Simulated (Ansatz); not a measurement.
Reaction (cleavage of the Si–Si bond): `N[SiH2][SiH2][SiH3]` + `O[SiH](F)[SiH3]` → `F[SiH]([SiH3])O[SiH3]` + `N[SiH2][SiH3]`

Isolated molecules relaxed with PBE0-D4/def2-TZVP in Ansatz; ΔE leaves out vibrations. CCSD(T)/CBS adds triple-zeta CCSD(T) − MP2 to the extrapolated MP2 energy (def2 sets, frozen cores). This one scheme is used for every species. Functionals use def2-TZVPP. One conformer a species, not always the lowest.

(1) Is it downhill or uphill in electronic energy at CCSD(T)/CBS, and by how much? (Estimate.)

(2) What do these levels give: PBE-D4, r2SCAN-D4, ωB97M-V, HF/def2-TZVPP, SCS-MP2/def2-TZVPP, CCSD/def2-TZVPP? (Best estimate.)

Largest T1 diagnostic among the species: 0.013.

Answers

(1) Computed: Downhill: ΔE = -22.6 kcal/mol.

(2) Ansatz gave: PBE-D4 -16.4, r2SCAN-D4 -20.8, ωB97M-V -23.0, HF/def2-TZVPP -29.3, SCS-MP2/def2-TZVPP -25.4, CCSD/def2-TZVPP -23.5 kcal/mol.

In def2-TZVPP, CCSD(T) changes the Hartree–Fock value by +6.7 kcal/mol (the triples alone add +0.9 kcal/mol) and MP2 by +5.4 kcal/mol. From PBE to PBE0 (25 % exact exchange), in def2-TZVPP and without D4, ΔE moves by −1.9 kcal/mol.
